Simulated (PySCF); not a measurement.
Species: C₁₂H₁₉N.
Atom-mapped SMILES: `[CH3:1][CH:2]([CH3:3])[N:4]([c:5]1[cH:6][cH:7][cH:8][cH:9][cH:10]1)[CH:11]([CH3:12])[CH3:13]` (hydrogens: H14, H15, H16 on C1; H17 on C2; H18, H19, H20 on C3; H21 on C6; H22 on C7; H23 on C8; H24 on C9; H25 on C10; H26 on C11; H27, H28, H29 on C12; H30, H31, H32 on C13)

Geometry (PBE0-D3(BJ)/def2-SVP, Å), atoms numbered from 1 in this order:
```
atom  x, y, z in Å
C1    -1.7565   -1.9790   -0.3940
C2    -0.9185   -1.3432    0.7152
C3    -1.7144   -1.1867    2.0085
N4    -0.2852   -0.0950    0.3041
C5     1.0142   -0.1182   -0.1850
C6     1.6355   -1.3168   -0.6009
C7     2.9487   -1.3318   -1.0617
C8     3.6960   -0.1603   -1.1491
C9     3.0956    1.0338   -0.7530
C10    1.7908    1.0582   -0.2752
C11   -1.1772    1.0474    0.0954
C12   -1.0523    2.1438    1.1551
C13   -1.1415    1.5950   -1.3292
H14   -2.6157   -1.3422   -0.6597
H15   -2.1562   -2.9547   -0.0770
H16   -1.1580   -2.1309   -1.3045
H17   -0.0943   -2.0304    0.9546
H18   -2.0737   -2.1699    2.3477
H19   -2.5996   -0.5436    1.8839
H20   -1.0858   -0.7575    2.8020
H21    1.0835   -2.2563   -0.5894
H22    3.3858   -2.2842   -1.3733
H23    4.7240   -0.1765   -1.5164
H24    3.6572    1.9707   -0.7985
H25    1.3762    2.0069    0.0594
H26   -2.1888    0.6313    0.2216
H27   -1.8830    2.8603    1.0578
H28   -1.0883    1.7125    2.1654
H29   -0.1166    2.7139    1.0695
H30   -0.1805    2.0665   -1.5768
H31   -1.9311    2.3505   -1.4598
H32   -1.3118    0.7874   -2.0561
```

The closed-shell ground state was solved at several levels (PySCF, density fitting, gas phase, non-relativistic).

```
        level  basis functions  total energy (Eh)  HOMO (eV)  LUMO (eV)  gap (eV)  dipole (D)
PBE0/pcSseg-1              316          -522.7649      -5.44       0.08      5.52        1.99
  HF/pcSseg-1              316          -519.8165      -7.54       3.65     11.19        1.66
```

Question: Estimate the row for B3LYP/def2-SVPD, a basis of 412 functions; the other rows only guide the guess.

Answer: Total energy -523.1227 Eh, HOMO -5.26 eV, LUMO -0.16 eV, gap 5.10 eV, dipole 1.97 D.

Question: Over all these levels, which gives the widest orbital gap and which the narrowest?

Answer: HF/pcSseg-1 (Hartree–Fock, all exact exchange) has the widest, 11.19 eV, and B3LYP/def2-SVPD (global hybrid, 20 % exact exchange) the narrowest, 5.10 eV. Functional and basis both differ between the two, so the spread mixes both effects. The HOMO need not be the same orbital at Hartree–Fock and at DFT levels.

Question: How far do the dipole and the HOMO energy spread over the levels?

Answer: The dipole runs from 1.66 to 1.99 D (mean 1.87 D) and the HOMO from -7.54 to -5.26 eV.

One conformer stands for the species.
